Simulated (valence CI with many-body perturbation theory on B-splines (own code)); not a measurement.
## E1 line list for Xe⁴⁺

Calculated by valence CI with perturbative core correlation (CI+MBPT): four valence electrons over a frozen Dirac-Fock core [Kr] 4d10, a basis of 11 s, 11 p, 10 d, 8 f, 5 g, 2 h functions for each j, with the one-electron correlation potential Σ1 (screened to all orders), the two-electron term Σ2, the three-electron term Σ3, Breit, model QED; selected single and double excitations, second order for the rest, scaled by the run's own slope (own B-spline code, finite nucleus).

Set against measurement, 46 paired levels are off by 473 cm⁻¹ on average, the worst by 2120. These come from a selection out of Saloman, J. Phys. Chem. Ref. Data 33, 765 (2004). Levels without a partner in it may be off by more. Among the levels kept, up to 540 cm⁻¹ of a level comes from second order outside the variational space, and about a tenth of that is noise between levels of different J, which matters for small intervals. 6 measured levels below the end of the list, from 169673 cm⁻¹ on, found no clear computed partner, and computed levels of the same name lie up to 2887 cm⁻¹ from them.

Lines 51 to 100 of 507 in falling wavelength, among levels below 39.542 eV, chosen from the strongest by gf and those to the six lowest levels. Wavelengths and rates use the calculated energies, so an error of 500 cm⁻¹ moves a line at 301.1 nm by 1.5 % and its rate by three times that or more. Electric multipoles are in the length gauge, E1 and E2 with the static RPA response of the core. Weak lines are less certain than strong ones. Lines between different terms over intervals too small for the method are left out, as are lines whose strength nearly cancels. Where a level lies close to another of its J and parity, the split of strength between their lines is uncertain. The highest levels of a list are the least certain.

Names give the largest LS component (configuration and term), which can be under half, so a name can repeat, a term be missing and a line seem to break the LS rules; names also repeat where a configuration has a term twice. Letters in brackets count levels of one name in rising energy.

```tsv
λ vac (nm)	λ from measured levels	Upper	Lower	A (s⁻¹)	S (a.u.)
319.8		4f.5s.5p2 5G°_5	5s.5p2.5d 5F_4	5.17e+07	9.19e+00
318.8		5s2.5p.6p 3P_1 [b]	5s2.5p.6s 1P°_1	7.31e+07	3.51e+00
312.2		4f.5s.5p2 5G°_3	5s.5p2.5d 5F_2	4.78e+07	5.02e+00
307.5		4f.5s.5p2 5G°_2	5s.5p2.5d 5F_1	4.72e+07	3.39e+00
304.8		5s2.5p.6p 3P_2	5s2.5p.6s 1P°_1	3.99e+07	2.78e+00
304.2		4f.5s.5p2 5F°_5	5s.5p2.5d 5D_4	5.22e+07	7.97e+00
301.1	307.9	4f.5s2.5p 3G_5	5s2.5p.5d 3F°_4	5.53e+07	8.19e+00
298.5	295.6	5s2.5p.6p 3D_1	5s2.5p.6s 3P°_1	1.63e+08	6.41e+00
296.5	293.8	5s2.5p.6p 3D_1	5s2.5p.6s 3P°_0	7.13e+07	2.75e+00
287.7	283.9	5s2.5p.6p 3D_2	5s2.5p.5d 1P°_1	3.56e+07	2.09e+00
284.2		4f.5s.5p2 3G°_4	5s.5p2.5d 5D_3	1.72e+07	1.76e+00
282.4		5s2.5p.6p 3P_1 [b]	5s2.5p.6s 3P°_2	7.42e+07	2.47e+00
271.4		5s2.5p.6p 3P_2	5s2.5p.6s 3P°_2	2.15e+08	1.06e+01
269.1		5s2.5p.6p 3S_1	5s2.5p.6s 1P°_1	6.07e+07	1.75e+00
263.0		4f.5s.5p2 5F°_3	5s.5p2.5d 5D_3	2.39e+07	1.50e+00
257.6	269.3	5s2.5p.6p 3D_3	5s2.5p.6s 3P°_2	3.67e+08	2.17e+01
257.5	251.5	5s2.5p.6p 3P_0	5s2.5p.6s 3P°_1	2.89e+08	2.44e+00
255.7		5p4 1D_2	5s2.5p.6s 3P°_2	4.89e+07	2.02e+00
253.9		5s2.5p.6p 1D_2	5s2.5p.6s 1P°_1	2.57e+08	1.04e+01
250.7	248.6	5s2.5p.6p 3P_1 [a]	5s2.5p.6s 3P°_1	1.04e+08	2.43e+00
249.3	247.4	5s2.5p.6p 3P_1 [a]	5s2.5p.6s 3P°_0	2.82e+08	6.48e+00
246.1	244.2	5s2.5p.6p 3D_2	5s2.5p.6s 3P°_1	3.51e+08	1.29e+01
242.7		5s2.5p.6p 3S_1	5s2.5p.6s 3P°_2	3.05e+08	6.46e+00
240.5	244.4	4f.5s2.5p 3F_4	5s2.5p.5d 3F°_3	2.13e+07	1.31e+00
239.5	244.3	4f.5s2.5p 3G_3 [a]	5s2.5p.5d 1D°_2	3.20e+07	1.52e+00
230.3		5s2.5p.6p 1D_2	5s2.5p.6s 3P°_2	7.88e+07	2.37e+00
226.5	229.9	4f.5s2.5p 3G_3 [b]	5s2.5p.5d 3F°_2	3.08e+07	1.24e+00
225.5		5s2.5p.6p 3P_1 [b]	5s2.5p.5d 1P°_1	1.60e+08	2.72e+00
216.6		5s2.5p.6d 1P°_1	5s2.5p.6p 1S_0	4.48e+08	6.73e+00
215.5	214.6	5s2.5p.6p 1S_0	5s2.5p.6s 1P°_1	8.82e+08	4.35e+00
211.1		5s2.5p.6d 1D°_2	5s2.5p.6p 1D_2	4.98e+07	1.16e+00
200.7		5s2.5p.6d 3P°_2 [b]	5s2.5p.6p 1D_2	2.48e+08	4.95e+00
200.1		5s2.5p.6d 3F°_2	5s2.5p.6p 3D_2	1.30e+08	2.57e+00
199.4		5s2.5p.6p 3S_1	5s2.5p.5d 1P°_1	1.22e+08	1.43e+00
197.7		4f.5s.5p2 3G°_3 [b]	5s2.5p.6p 1D_2	2.10e+08	5.61e+00
197.4		4f.5s.5p2 3G°_3 [a]	5s2.5p.6p 3D_2	9.39e+07	2.50e+00
197.1		5s2.5p.6d 3F°_2	5s2.5p.6p 3P_1 [a]	6.16e+07	1.17e+00
196.2		5s2.5p.7s 1P°_1	5s2.5p.6p 1S_0	1.99e+08	2.23e+00
196.0		4f.5s.5p2 3D°_3	5p4 3P_2	6.66e+07	1.73e+00
194.9		5s2.5p.6d 1F°_3	5s2.5p.6p 1D_2	6.41e+08	1.64e+01
194.0		5s2.5p.6d 3P°_2 [a]	5s2.5p.6p 3D_2	1.38e+08	2.49e+00
193.2		5s2.5p.6d 1F°_3	5s.5p2.5d 5D_2	4.91e+07	1.22e+00
192.1		5s2.5p.6d 3P°_2 [b]	5s2.5p.6p 3S_1	5.15e+08	9.01e+00
191.2		5s2.5p.6d 3P°_2 [a]	5s2.5p.6p 3P_1 [a]	8.85e+08	1.53e+01
191.1		5s2.5p.6d 3P°_1	5s2.5p.6p 3S_1	4.35e+08	4.50e+00
190.9		5s2.5p.6p 1D_2	5s2.5p.5d 1P°_1	5.62e+07	9.65e-01
190.9		5s2.5p.6d 3D°_3	5p4 1D_2	1.01e+08	2.42e+00
190.0		5s2.5p.6d 3F°_4 [a]	5s2.5p.6p 3D_3	8.97e+08	2.73e+01
189.9		5s2.5p.6d 3D°_3	5s2.5p.6p 3D_3	3.86e+08	9.14e+00
189.9		5s2.5p.6d 3F°_3	5s2.5p.6p 3D_2	1.14e+09	2.69e+01
```
